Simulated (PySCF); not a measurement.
A geometry optimisation, step by step.

Species: C3H7AlN2.
SMILES with atom numbers: `[CH2:1]=[N:2][AlH2-:3][N+:4]#[C:5][CH3:6]` (hydrogens: H7, H8 on C1; H9, H10 on Al3; H11, H12, H13 on C6)
Bond orders are those of one Lewis drawing.

Method: PySCF 2.14.0, PBE0-D3(BJ)/def2-SVP geometry optimisation, gas phase; density fitting, grid level 1; the optimiser is geomeTRIC in internal coordinates, started from a GFN2-xTB structure with every atom displaced at random (about 0.01 Å). 7 of its 16 geometries are shown. The frame can shift and turn from step to step; on so coarse a grid that alone can change the energy by a few meV, and forces under 0.02 eV/Å are noise.

Step 0: E = -12783.9252 eV, largest atomic force 5.466 eV/Å
```
atom  x, y, z in Å  |  force x, y, z in eV/Å
C1     -2.882    0.411   -0.400   -1.863   1.798  -0.028
N2     -1.955   -0.356   -0.548    1.865  -1.702  -0.082
Al3    -0.762   -1.662   -0.760    0.241   0.270   0.500
N4      0.886   -0.449   -0.803   -3.692  -3.318  -2.288
C5      1.592    0.227   -0.270    3.497   3.304   2.170
C6      2.525    1.093    0.392   -0.748   0.105   0.022
H7     -3.046    1.021    0.512   -0.071   0.221   0.346
H8     -3.638    0.620   -1.190   -0.333   0.009  -0.127
H9     -0.669   -2.440   -2.066    0.043  -0.580  -0.995
H10    -0.312   -2.406    0.565   -0.024  -0.220   0.250
H11     3.025    1.714   -0.331    0.411   0.502  -0.537
H12     2.005    1.718    1.116   -0.211   0.228   0.190
H13     3.237    0.493    0.913    0.885  -0.617   0.580
```

Step 2: E = -12784.2415 eV, largest atomic force 0.294 eV/Å
```
atom  x, y, z in Å  |  force x, y, z in eV/Å
C1     -2.955    0.378   -0.472    0.043  -0.075  -0.124
N2     -2.007   -0.423   -0.571   -0.034   0.037   0.194
Al3    -0.755   -1.697   -0.805   -0.026  -0.015  -0.117
N4      0.855   -0.427   -0.640    0.023   0.096   0.277
C5      1.623    0.281   -0.150   -0.053  -0.137  -0.237
C6      2.589    1.158    0.469    0.056   0.018   0.022
H7     -3.141    1.009    0.433    0.056   0.052  -0.011
H8     -3.712    0.544   -1.279   -0.062  -0.031   0.018
H9     -0.586   -2.399   -2.236    0.093   0.067   0.016
H10    -0.416   -2.586    0.487   -0.056  -0.016  -0.019
H11     3.077    1.782   -0.294   -0.014  -0.003  -0.002
H12     2.083    1.806    1.199   -0.009   0.000  -0.007
H13     3.352    0.560    0.988   -0.018   0.007  -0.010
```

Step 5: E = -12784.3414 eV, largest atomic force 0.635 eV/Å
```
atom  x, y, z in Å  |  force x, y, z in eV/Å
C1     -3.212    0.252   -0.527   -0.138  -0.085   0.063
N2     -2.169   -0.419   -0.388   -0.154   0.215  -0.087
Al3    -0.817   -1.560   -0.706    0.060  -0.116  -0.189
N4      0.772   -0.385   -0.122    0.054  -0.072   0.224
C5      1.691    0.267    0.117    0.412   0.402   0.054
C6      2.844    1.125    0.398   -0.602   0.079  -0.187
H7     -3.511    1.035    0.221   -0.006  -0.052  -0.215
H8     -3.957    0.134   -1.371    0.297  -0.010   0.294
H9     -0.214   -1.681   -2.203   -0.120  -0.104   0.114
H10    -0.809   -2.824    0.303    0.090   0.228  -0.160
H11     3.238    1.541   -0.550   -0.107  -0.135   0.251
H12     2.526    1.958    1.059    0.112  -0.282  -0.215
H13     3.625    0.542    0.898    0.101  -0.069   0.053
```

Step 8: E = -12784.3943 eV, largest atomic force 0.349 eV/Å
```
atom  x, y, z in Å  |  force x, y, z in eV/Å
C1     -3.290    0.217   -0.533   -0.002  -0.255  -0.068
N2     -2.179   -0.325   -0.361    0.062   0.297   0.019
Al3    -0.817   -1.445   -0.735   -0.091  -0.059   0.061
N4      0.778   -0.337   -0.064    0.172   0.102  -0.093
C5      1.721    0.288    0.153   -0.301  -0.178  -0.004
C6      2.898    1.075    0.419    0.223  -0.017   0.061
H7     -3.653    1.093    0.053    0.102   0.041   0.073
H8     -4.035   -0.136   -1.282   -0.123  -0.003  -0.072
H9     -0.313   -1.595   -2.252    0.013   0.040   0.031
H10    -0.721   -2.679    0.269    0.024  -0.066   0.014
H11     3.309    1.459   -0.524    0.003   0.028  -0.039
H12     2.649    1.918    1.076   -0.037   0.051   0.032
H13     3.661    0.451    0.911   -0.045   0.019  -0.015
```

Step 10: E = -12784.4106 eV, largest atomic force 0.194 eV/Å
```
atom  x, y, z in Å  |  force x, y, z in eV/Å
C1     -3.317    0.200   -0.545   -0.076   0.045   0.035
N2     -2.168   -0.254   -0.373    0.113   0.020  -0.033
Al3    -0.828   -1.407   -0.744   -0.020  -0.088   0.123
N4      0.789   -0.321   -0.104   -0.123  -0.034  -0.142
C5      1.733    0.290    0.134    0.150   0.063   0.106
C6      2.922    1.054    0.440   -0.006   0.019  -0.018
H7     -3.678    1.110   -0.008   -0.043  -0.008  -0.027
H8     -4.083   -0.238   -1.232    0.019  -0.010   0.030
H9     -0.358   -1.567   -2.263    0.031   0.010  -0.069
H10    -0.687   -2.635    0.272   -0.038  -0.005  -0.018
H11     3.359    1.448   -0.488   -0.004   0.004  -0.008
H12     2.664    1.893    1.103   -0.002  -0.005   0.003
H13     3.659    0.411    0.940    0.000  -0.012   0.016
```

Step 12: E = -12784.4230 eV, largest atomic force 0.190 eV/Å
```
atom  x, y, z in Å  |  force x, y, z in eV/Å
C1     -3.332    0.187   -0.543   -0.108   0.050   0.028
N2     -2.128   -0.110   -0.389    0.038  -0.024  -0.008
Al3    -0.849   -1.342   -0.769    0.095  -0.043   0.008
N4      0.816   -0.294   -0.192   -0.100  -0.022  -0.048
C5      1.763    0.290    0.096    0.157   0.065   0.085
C6      2.955    1.022    0.474   -0.118   0.021  -0.056
H7     -3.765    1.127   -0.123   -0.009  -0.021  -0.024
H8     -4.085   -0.430   -1.095    0.050   0.018   0.026
H9     -0.431   -1.534   -2.303   -0.013  -0.014  -0.021
H10    -0.707   -2.562    0.260   -0.037   0.021  -0.013
H11     3.447    1.421   -0.425    0.001  -0.016   0.017
H12     2.677    1.857    1.134    0.019  -0.025  -0.008
H13     3.646    0.353    1.004    0.026  -0.009   0.014
```

Step 15: E = -12784.4255 eV, largest atomic force 0.021 eV/Å
```
atom  x, y, z in Å  |  force x, y, z in eV/Å
C1     -3.309    0.203   -0.529    0.018  -0.004   0.004
N2     -2.099   -0.092   -0.405   -0.009  -0.004  -0.011
Al3    -0.842   -1.352   -0.789   -0.009   0.012   0.000
N4      0.825   -0.305   -0.231    0.012  -0.005   0.004
C5      1.764    0.281    0.083   -0.019  -0.006  -0.006
C6      2.939    1.024    0.481    0.015  -0.002   0.007
H7     -3.735    1.148   -0.118    0.002   0.005   0.000
H8     -4.071   -0.427   -1.049   -0.007  -0.005   0.001
H9     -0.456   -1.585   -2.327    0.001   0.004   0.002
H10    -0.729   -2.555    0.259    0.002  -0.001   0.004
H11     3.445    1.425   -0.408   -0.001   0.001  -0.003
H12     2.644    1.856    1.137   -0.002   0.003  -0.001
H13     3.630    0.364    1.025   -0.003   0.001  -0.002
```

Problem. Summarise the path.

Solution. The energy falls by 0.5003 eV from step 0 to step 15; nine tenths of that is first reached at step 7. It falls at every step. The largest force goes from 5.466 to 0.021 eV/Å. Among the bonds Al3–H9 changes most, from 1.522 to 1.603 Å; the atoms move by 0.635 Å rms after alignment.

The cost below is that of the whole optimisation. Time: 80 s; peak memory 0.52 GiB. Hardware: one thread of an Arm Neoverse V2 (shared host).
